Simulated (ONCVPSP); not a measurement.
# carbon: one change to an ONCV potential, before and after

C, optimised norm-conserving Vanderbilt (ONCV), made with ONCVPSP 4.0.1 (PBE, scalar-relativistic). Core [He], reference 2s1 2p3. Waves: 2s: rc 0.90 bohr, ncon 4, nbas 8, qcut 7.1 1/bohr, 2 projectors, debl 1.8 Ha; 2p: rc 2.80 bohr, ncon 4, nbas 8, qcut 3.9 1/bohr, 2 projectors, debl 1.3 Ha. Local part: polynomial inside 0.85 bohr (lpopt 5, dvloc0 -1 Ha). Core correction: none.

Change: p: rc 2.74.

Cutoffs: the cutoffs (Ha) at which the residual kinetic energy of the hardest occupied pseudo-wave falls to 1 and 0.1 mHa per electron; they do not see the model core or the augmentation charge, which bear on the density cutoff. Errors are all-electron minus pseudo energies relative to the spin-unpolarised reference configuration.

What does the change do?

The potential gets neither clearly harder nor softer (20 Ha and 45 Ha → 20 Ha and 45 Ha); the lowest positive-energy flag moves from p at 56.0 eV to none; the errors of the 4 common tests hardly move; neither file shows a bound ghost.

| quantity | base | changed |
| --- | --- | --- |
| cutoff, loose | 20 Ha | 20 Ha |
| cutoff, tight | 45 Ha | 45 Ha |
| loose cutoff by channel | s 20 Ha, p 6.7 Ha | s 20 Ha, p 6.8 Ha |
| bound ghosts | none | none |
| GHOST(+) flags under 300 eV | p at 56.0 eV | none |
| error for 2s2 2p2, meV [ΔE -8.48 eV] | -43 | -40 |
| error for 2s2 2p1, meV [ΔE 2.38 eV] | +381 | +362 |
| error for 2s2 2p0, meV [ΔE 26.54 eV] | +1986 | +1908 |
| error for 2s0 2p4, meV [ΔE 8.50 eV] | -40 | -38 |
| s: phases at 0.91 bohr within 0.05 rad from the reference energy up to (Ha; the scan ends near 5) | to the end of the scan | to the end of the scan |
